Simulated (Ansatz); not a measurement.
The cluster Cu₃Te₆. Charge 0, multiplicity 2. Geometry PBE-D4/def2-SVP; atoms count from 1.

```xyz
9

Cu    1.049   -0.632    0.102
Cu   -1.028    0.435   -0.933
Cu    0.675    1.854    0.193
Te   -0.765   -2.092   -1.172
Te   -1.377    1.371    1.547
Te    2.606    0.942   -1.174
Te    0.007   -0.911    2.529
Te    0.317    1.969   -2.492
Te   -1.485   -2.936    1.399
```

In the def2 sets Te takes a core potential; there is no spin–orbit coupling. The structure comes from a short search, and lower isomers may exist.

Estimate the Mulliken populations from the PBE0/def2-SVP orbitals of Ansatz.


```csv
atom,charge (e),spin (α − β),d electrons
Cu1,0.08,0.03,9.74
Cu2,0.06,0.03,9.72
Cu3,0.03,0.05,9.72
Te4,-0.09,0.13,–
Te5,-0.08,0.06,–
Te6,-0.02,0.24,–
Te7,0.05,0.03,–
Te8,-0.03,0.42,–
Te9,0.00,0.00,–
```
Mulliken values depend strongly on the basis.

Where does the spin sit?

Summed by element: Cu 0.12, Te 0.88, of 1 unpaired in all. Largest on single atoms: Te8 0.42, Te6 0.24, Te4 0.13.

And the Mayer bond orders between heavy atoms (over 0.3)?

Cu1–Te4 0.54 (2.65 Å); Cu1–Te6 0.65 (2.56 Å); Cu1–Te7 0.49 (2.66 Å); Cu2–Te4 0.66 (2.55 Å); Cu2–Te5 0.51 (2.67 Å); Cu2–Te8 0.64 (2.57 Å); Cu3–Te5 0.75 (2.51 Å); Cu3–Te6 0.65 (2.54 Å); Cu3–Te8 0.44 (2.71 Å); Te4–Te9 0.99 (2.80 Å); Te5–Te7 0.94 (2.84 Å); Te6–Te8 1.04 (2.83 Å); Te7–Te9 1.05 (2.76 Å).
